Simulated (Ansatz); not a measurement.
`[F][Ge]([F])([SeH])[SeH]` + HCl → `[F][Ge]([F])([Cl])[SeH]` + H₂Se at 700 K and 1 bar (ligand exchange at a Ge–Se bond).

Program: Ansatz. Geometries: PBE0-D4/def2-TZVP. ΔE: electronic, gas phase. CCSD(T)/CBS is the MP2 limit (def2-TZVPP, def2-QZVPP) plus CCSD(T) − MP2 in def2-TZVPP, frozen cores. This one scheme is used for every species. For Ge, Se outer-core shells are correlated without core-valence functions, which leaves a few kJ/mol of doubt a bond. Scalar relativity is left out up to krypton. One conformer a species, not always the lowest.

```
                   species  CCSD(T)/CBS energy (Eh)  H − E (kJ/mol)  S (J/(mol·K))
`[F][Ge]([F])([SeH])[SeH]`              -7078.44159           133.1          512.1
                       HCl               -460.38127            38.4          211.8
 `[F][Ge]([F])([Cl])[SeH]`              -5136.92697           106.2          474.6
                      H₂Se              -2401.89790            61.1          251.1
```

H − E and S are ideal-gas, rigid-rotor, harmonic terms from PBE0-D4/def2-TZVP, for one conformer and one mirror image of each species. 1 Eh = 2625.50 kJ/mol, R = 8.31446 J/(mol·K).

Question: By hand: ΔE, ΔH, ΔS and ΔG.

Answer: ΔE = (-5136.92697) + (-2401.89790) − (-7078.44159) − (-460.38127) = -0.00201 Eh = -5.3 kJ/mol. Δ(H − E) = 106.2 + 61.1 − 133.1 − 38.4 = -4.2, so ΔH = -9.5 kJ/mol. ΔS = 474.6 + 251.1 − 512.1 − 211.8 = 1.8 J/(mol·K). ΔG = -9.5 − 700 × (1.8)/1000 = -10.8 kJ/mol.

Question: By hand: the equilibrium constant, and the temperature at which ΔG would vanish if ΔH and ΔS stayed fixed.

Answer: log₁₀ K = −ΔG/(RT ln 10) = 0.8. ΔH and −TΔS have one sign here, so there is no such temperature. One of them is within its doubt of zero, so this could turn.

The number of gas molecules stays the same, so ΔS is small and ΔH decides. A doubt of 5 kJ/mol in ΔE shifts log₁₀ K by 0.4 here. Other conformers and mirror images would add mixing entropy, several J/(mol·K) or more a flexible species. These are equilibria of isolated gas molecules and say nothing of rates. Largest T1 diagnostic: 0.011 (customary marks: 0.02 for closed shells, 0.045 for open ones).
